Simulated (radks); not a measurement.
Correlation energies from several functionals, in hartree. Species: Si12+ [He]; As3+ [Ar] 3d10 4s2; Ca+ [Ar] 4s1; Ba+ [Xe] 6s1; F2+ [He] 2s2 2p3. Method: non-relativistic Kohn-Sham, LDA (Slater exchange, Perdew-Wang correlation), spin-polarised, spherical densities, point nucleus; computed with a radial shooting solver on a logarithmic mesh with Libxc functionals. Every spin shell is full or empty, so the densities are truly spherical. Functionals are evaluated on that one density, not self-consistently.

| functional | Si12+ | As3+ | Ca+ | Ba+ | F2+ |
|---|---|---|---|---|---|
| PW92 | -0.22124 | -2.8163 | -1.5360 | -5.3203 | -0.48605 |
| VWN5 | -0.22220 | -2.8296 | -1.5431 | -5.3430 | -0.48887 |
| Wigner | -0.11033 | -1.6101 | -0.95855 | -2.9147 | -0.27787 |
| Chachiyo | -0.21907 | -2.7763 | -1.5096 | -5.2529 | -0.47008 |
| PBE | -0.048025 | -1.4757 | -0.74848 | -2.9854 | -0.19385 |
| LYP | -0.050168 | -1.4967 | -0.80486 | -2.8086 | -0.21818 |
| PW91 | -0.064442 | -1.6077 | -0.82081 | -3.2250 | -0.21756 |
| AM05 | -0.19283 | -2.5985 | -1.3973 | -4.9642 | -0.43435 |
| OP (B88) | -0.078959 | -1.4461 | -0.77470 | -2.7275 | -0.22031 |
| TPSS | -0.048996 | -1.4798 | -0.75111 | -2.9853 | -0.19923 |
| revTPSS | -0.050949 | -1.5011 | -0.76796 | -3.0201 | -0.20657 |
| SCAN | -0.044573 | -1.4893 | -0.74395 | -2.9897 | -0.19587 |
| r2SCAN | -0.044573 | -1.5001 | -0.75126 | -3.0089 | -0.19722 |
| B95 | -0.081141 | -1.7975 | -0.88662 | -3.6657 | -0.22154 |
| Tao-Mo | -0.033388 | -1.4114 | -0.69330 | -2.8879 | -0.16734 |
